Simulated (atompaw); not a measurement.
Before and after: PAW (atompaw) potential for lead

```json
{
  "Element": "Pb (Z = 82)",
  "Generator": "atompaw 4.2.0.5",
  "Type": "PAW",
  "Functional": "PBE",
  "Relativity": "scalar-relativistic",
  "Frozen core": "[Kr] 4d10 4f14",
  "Valence charge": "22",
  "Reference configuration": "5s2 5p6 5d10 6s2 6p2",
  "Partial waves": "5s (bound): rc 1.45 bohr; 6s (bound): rc 1.30 bohr; 5p (bound): rc 1.45 bohr; 6p (bound): rc 1.60 bohr; 5d (bound): rc 1.80 bohr; 5d channel at 1.4 Ry: rc 1.80 bohr",
  "Local potential": "ultrasoft scheme with l = 3 at 0 Ry, radius 1.30 bohr",
  "Core correction": "smooth core density matched at 1.20 bohr",
  "Augmentation charge": "sinc compensation charge, radius 1.45 bohr; PAW radius 1.80 bohr; waves and projectors: custom polynom2 7 10 vanderbiltortho"
}
```

Change: wave 6p (bound): rc 1.60 bohr becomes 6p (bound): rc 1.24 bohr.

Cutoffs: the cutoffs (Ry, on a coarse ladder) from which the occupation-weighted sum of valence levels, in a spherical-Bessel basis at the reference potential, stays within 10 and 1 mRy of its value at 400 Ry; they do not see the model core or the augmentation charge, which bear on the density cutoff.

Q: What does the change do?

A: The potential gets neither clearly harder nor softer (160 Ry and 300 Ry → 160 Ry and 300 Ry); a bound ghost appears in p, which as a rule spoils a file; the range in which the p phases agree widens (upper end 1.9 → at the end of the scan).

```csv
quantity,base,changed
"cutoff, loose",160 Ry,160 Ry
"cutoff, tight",300 Ry,300 Ry
bound ghosts,none,p
s: phases at 1.80 bohr within 0.05 rad from the reference energy up to (Ry; the scan ends near 5),to the end of the scan,to the end of the scan
p: phases at 1.80 bohr within 0.05 rad from the reference energy up to (Ry; the scan ends near 5),1.9,to the end of the scan
d: phases at 1.80 bohr within 0.05 rad from the reference energy up to (Ry; the scan ends near 5),to the end of the scan,to the end of the scan
lowest overlap eigenvalue by channel,"s 0.64, p 0.77, d 0.90","s 0.64, p 1.00, d 0.90"
```

 A true bound ghost makes a file unfit for plane-wave use even where its test errors are small: the radial tests pick states by their node count and pass the ghost by. The cutoffs see the waves, projectors and local potential, not the compensation charge or the core.
